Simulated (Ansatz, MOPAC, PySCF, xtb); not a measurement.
Noncovalent pair: CH4 (SMILES C) (first 5 atoms) with HI (SMILES I); geometry from B3LYP-D3(BJ)/def2-TZVP, rigid monomers moved along the line of their centres of mass till C1···H7 is 3.13 Å.
(charge 0, multiplicity 1):
```xyz
7

C     -0.141    -0.062    -0.122
H     -0.966     0.434     0.387
H     -0.246     0.077    -1.197
H      0.805     0.369     0.204
H     -0.156    -1.128     0.104
I      0.300    -0.658     4.559
H      0.171    -0.474     2.960
```

Interaction energies are E(AB) − E(A) − E(B) at the monomers' geometry in the complex; basis-set methods are counterpoise corrected.

Frozen-core correlation. Filled d and f shells under p-block atoms count as core. The state that AM1 reach isn't checked.

Codes used: Ansatz (Gaussian basis) for Hartree–Fock, density functionals and correlated methods; MOPAC for AM1 (differences of heats of formation); PySCF for the dispersion terms; xtb for the GFN methods. Values without a source in brackets are computed. In def2 rows elements past Kr take small-core potentials, without spin–orbit coupling.

```tsv
level	interaction energy (kJ/mol)
AM1	-0.7
GFN1-xTB	-1.7
PBE-D4/def2-TZVPPD	-3.5
B3LYP/def2-TZVPPD	…
wB97X-V/def2-TZVPPD	-2.8
MP2/def2-SVPD	-2.6
SCS-MP2/def2-TZVPPD	-2.1
CCSD/def2-SVPD	-2.0
CCSD(T)/def2-TZVPPD	-2.6
```

Fill in the missing entries.


- B3LYP/def2-TZVPPD, interaction energy (kJ/mol): -0.1

Ansatz is a quantum-chemistry and plane-wave program.
